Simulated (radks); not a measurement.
The numbers below are computed, except where a source is named.
Polarisability of the ruthenium ion Ru4+, [Kr] 4d4, at imaginary frequency. Level of theory: non-relativistic Kohn-Sham, exchange-only LDA, spin-polarised, spherical densities, point nucleus; open shells are filled with parallel spins first (spin-orbit coupling, left out, can overturn this in heavy ions); relativity is left out, which matters for an element this heavy (a radial shooting solver on a logarithmic mesh with Libxc functionals). Response by self-consistent Sternheimer equations with the Hartree and adiabatic exchange-only LDA kernel.

| w (hartree) | alpha1(iw) (bohr^3) |
|---|---|
| 0.00266 | 3.497 |
| 0.0143 | 3.497 |
| 0.0360 | 3.495 |
| 0.0697 | 3.487 |
| 0.118 | 3.467 |
| 0.186 | 3.423 |
| 0.280 | 3.335 |
| 0.413 | 3.172 |
| 0.605 | 2.897 |
| 0.892 | 2.478 |
| 1.35 | 1.908 |
| 2.12 | 1.243 |
| 3.59 | 0.6331 |
| 6.94 | 0.2362 |
| 17.5 | 0.05852 |

Static values: alpha1 = 3.497 bohr^3 (0.5183 angstrom^3; uncoupled 5.111). C6 = 13.89, triple-dipole C9 = 34.56 atomic units. One-pole (London) frequency 4 C6 / (3 alpha1^2) = 1.514 hartree, against 1.933 for minus the highest occupied eigenvalue. The dipole shielding factor is 0.909, as the force sum rule N/Z = 0.909 demands.
